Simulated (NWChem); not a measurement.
Program: NWChem. System: IIn, charge 0, spin multiplicity 1, at a geometry optimised with B3LYP/def2-SVP with def2 effective core potentials on In, I. The structure started from a generated list of species. Level: CIS/def2-SVPD with def2 effective core potentials on In, I.

NWChem printed:

```
             Northwest Computational Chemistry Package (NWChem) 7.3.0
             --------------------------------------------------------

                                NWChem Input Module
                                -------------------

 Scaling coordinates for geometry "geometry" by  1.889725989
 (inverse scale =  0.529177249)

 Turning off AUTOSYM since
 SYMMETRY directive was detected!

                             Geometry "geometry" -> ""
                             -------------------------

 Output coordinates in angstroms (scale by  1.889725989 to convert to a.u.)

  No.       Tag          Charge          X              Y              Z
 ---- ---------------- ---------- -------------- -------------- --------------
    1 In                  49.0000     0.00000000     0.00000000    -1.46604700
    2 I                   53.0000     0.00000000     0.00000000     1.35540200

 Effective nuclear repulsion energy (a.u.)     487.0806864318

            Nuclear Dipole moment (a.u.)
            ----------------------------
        X                 Y               Z
 ---------------- ---------------- ----------------
     0.0000000000     0.0000000000     0.0000056692

      Symmetry information
      --------------------

 Group name             C2v
 Group number             16
 Group order               4
 No. of unique centers     2

      Symmetry unique atoms

     1    2


 Summary of "ao basis" -> "" (spherical)
 ------------------------------------------------------------------------------
       Tag                 Description            Shells   Functions and Types
 ---------------- ------------------------------  ------  ---------------------
 *                         def2-svpd                  on all atoms

 Summary of "ao basis" -> "ao basis" (spherical)
 ------------------------------------------------------------------------------
       Tag                 Description            Shells   Functions and Types
 ---------------- ------------------------------  ------  ---------------------
 In                        def2-svpd                12       32   5s4p3d
 I                         def2-svpd                13       35   5s5p3d

 Summary of "ao basis" -> "ao basis" (spherical)
 ------------------------------------------------------------------------------
       Tag                 Description            Shells   Functions and Types
 ---------------- ------------------------------  ------  ---------------------
[...]
     Occ.   22  b2  ---  Virt.   34  b2       0.14847
     Occ.   22  b2  ---  Virt.   41  b2      -0.05659
  ----------------------------------------------------------------------------
  Root   4 singlet a2             0.193431919 a.u.                5.2636 eV
  ----------------------------------------------------------------------------
     Transition Moments    X  0.00000   Y -0.00000   Z  0.00000
     Transition Moments   XX -0.00000  XY -0.77581  XZ -0.00000
     Transition Moments   YY  0.00000  YZ  0.00000  ZZ -0.00000
     Dipole Oscillator Strength                    0.0000000000
     Electric Quadrupole                           0.0000000232
     Magnetic Dipole                               0.0000000000
     Total Oscillator Strength                     0.0000000232

          sigma_e =   2.3157 Angstrom
          sigma_h =   1.5099 Angstrom
         |d_h->e| =   2.3133 Angstrom
            d_exc =   3.5971 Angstrom
            d_CD1 =   3.1191 Angstrom
            d_CD2 =   0.4005 Angstrom
            d_CD3 =   5.9104 Angstrom
     Pearson C.C. =   0.0078

     Occ.   21  b1  ---  Virt.   24  b2       0.68485
     Occ.   21  b1  ---  Virt.   30  b2      -0.05200
     Occ.   21  b1  ---  Virt.   34  b2       0.14847
     Occ.   21  b1  ---  Virt.   41  b2      -0.05659
     Occ.   22  b2  ---  Virt.   25  b1       0.68485
     Occ.   22  b2  ---  Virt.   29  b1      -0.05200
     Occ.   22  b2  ---  Virt.   33  b1      -0.14847
     Occ.   22  b2  ---  Virt.   40  b1       0.05659
  ----------------------------------------------------------------------------
  Root   5 singlet a2             0.193834286 a.u.                5.2745 eV
  ----------------------------------------------------------------------------
     Transition Moments    X -0.00000   Y -0.00000   Z -0.00000
     Transition Moments   XX -0.00000  XY  0.00000  XZ  0.00000
     Transition Moments   YY  0.00000  YZ  0.00000  ZZ  0.00000
     Dipole Oscillator Strength                    0.0000000000
     Electric Quadrupole                           0.0000000000
     Magnetic Dipole                               0.0000000000
     Total Oscillator Strength                     0.0000000000

          sigma_e =   2.3130 Angstrom
          sigma_h =   1.5094 Angstrom
         |d_h->e| =   2.3101 Angstrom
            d_exc =   3.6004 Angstrom
            d_CD1 =   3.1137 Angstrom
            d_CD2 =   0.3988 Angstrom
            d_CD3 =   5.9104 Angstrom
     Pearson C.C. =   0.0003

     Occ.   21  b1  ---  Virt.   24  b2       0.68487
     Occ.   21  b1  ---  Virt.   34  b2       0.14918
     Occ.   21  b1  ---  Virt.   41  b2      -0.05732
     Occ.   22  b2  ---  Virt.   25  b1      -0.68487
     Occ.   22  b2  ---  Virt.   33  b1       0.14918
     Occ.   22  b2  ---  Virt.   40  b1      -0.05732
  ----------------------------------------------------------------------------
  Root   6 singlet a1             0.203284875 a.u.                5.5317 eV
  ----------------------------------------------------------------------------
     Transition Moments    X  0.00000   Y  0.00000   Z  0.75602
     Transition Moments   XX  0.65943  XY  0.00000  XZ -0.00000
     Transition Moments   YY  0.65943  YZ  0.00000  ZZ -6.08810
     Dipole Oscillator Strength                    0.0774611066
     Electric Quadrupole                           0.0000006789
     Magnetic Dipole                               0.0000000000
     Total Oscillator Strength                     0.0774617855

          sigma_e =   2.6137 Angstrom
          sigma_h =   2.0112 Angstrom
         |d_h->e| =   1.9237 Angstrom
            d_exc =   3.7175 Angstrom
            d_CD1 =   2.5263 Angstrom
            d_CD2 =  -0.3887 Angstrom
            d_CD3 =   5.6412 Angstrom
     Pearson C.C. =   0.0720

     Occ.   20  a1  ---  Virt.   35  a1      -0.06907
     Occ.   21  b1  ---  Virt.   25  b1      -0.53153
     Occ.   21  b1  ---  Virt.   33  b1       0.09206
     Occ.   22  b2  ---  Virt.   24  b2      -0.53153
     Occ.   22  b2  ---  Virt.   34  b2      -0.09206
     Occ.   23  a1  ---  Virt.   26  a1       0.40052
     Occ.   23  a1  ---  Virt.   27  a1      -0.44032
     Occ.   23  a1  ---  Virt.   35  a1       0.20923

              Target root =      1
          Target symmetry = none
      Ground state energy =   -485.954066534396
        Excitation energy =      0.154660742011
     Excited state energy =   -485.799405792385

  stored tddft:energy   -485.79940579238541

 Task  times  cpu:       30.0s     wall:       30.0s

 Total times  cpu:       30.0s     wall:       30.0s
```

**Question.** Write an NWChem input that would produce this output.

**Answer.** Several could match; the one computed here: 
```
start mol
memory heap 200 mb stack 900 mb global 1100 mb
geometry units angstroms nocenter noautoz
  In     0.000000     0.000000    -1.466047
  I      0.000000     0.000000     1.355402
  symmetry group C2v
end
basis spherical
  * library def2-svpd
end
ecp
  In library def2-ecp
  I library def2-ecp
end
dft
  xc hfexch
  semidirect memsize 60000000 filesize 0
  iterations 100
end
tddft
  cis
  nroots 6
  notriplet
  thresh 1e-4
end
task tddft energy
```
